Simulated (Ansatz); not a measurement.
A made-up structure of AlHIBr, singlet:

| atom | x (Å) | y (Å) | z (Å) |
| --- | --- | --- | --- |
| Br1 | -2.0932 | 0.0797 | -0.6164 |
| Al2 | 0.0663 | 0.2008 | -0.0168 |
| I3 | 1.2105 | -1.8575 | 0.6805 |
| H4 | 2.1810 | -3.2190 | 0.9876 |

It is relaxed with PBE-D4/def2-SVP and then PBE0-D4/def2-TZVP (Ansatz 0.2.0). Atoms count as bonded within 1.22 times the sum of their covalent radii (H–H: 0.88 Å). The end point is not checked to be a true minimum.

(1) Does its bonding change? (A judgement: the text doesn't fix the answer.)

## Answers

(1) By the calculation: Yes. Formed: none; broken: Al2–I3.

Where it ends: The first stage lowers the energy by 0.89 eV in 9 steps. It ends as a complex of AlBr + HI:
| atom | x (Å) | y (Å) | z (Å) |
| --- | --- | --- | --- |
| Br1 | -1.5810 | -1.0184 | -0.3717 |
| Al2 | -0.0035 | 0.6961 | -0.0306 |
| I3 | 2.1898 | -1.9202 | 0.9168 |
| H4 | 0.7593 | -2.5535 | 0.5203 |

For scale, one of the runs: PBE0-D4/def2-TZVP relaxation, 141 basis functions, launched by `ansatz run in.yaml --threads 2 --pin off --events-out ev --progress --plain --max-ram 4352MiB`. The run took about 77 s on 2 CPU threads of an Arm Neoverse V2 (shared host).
